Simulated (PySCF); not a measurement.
# Radial density of Sc⁺ (scandium, charge +1)

UHF, [Ar] 3d1 4s1, high-spin 3D determinant. All numbers are calculated (PySCF 2.14, no relativity, point nucleus, in cc-pVTZ).

```tsv
r (bohr)	4πr²ρ (e/bohr)	4πr²(ρα − ρβ)
0.00131	0.1258	0.0000
0.00220	0.3428	0.0001
0.00370	0.9108	0.0004
0.00622	2.318	0.0009
0.0105	5.489	0.0021
0.0176	11.52	0.0044
0.0296	19.81	0.0069
0.0498	24.75	0.0058
0.0838	20.66	-0.0013
0.141	19.30	0.0042
0.237	26.32	0.0417
0.399	14.95	0.1281
0.671	7.075	0.4374
1.13	8.103	0.5845
1.90	2.018	0.4974
3.19	0.4743	0.4432
5.37	0.08794	0.0879
9.03	0.0009015	0.0009
```
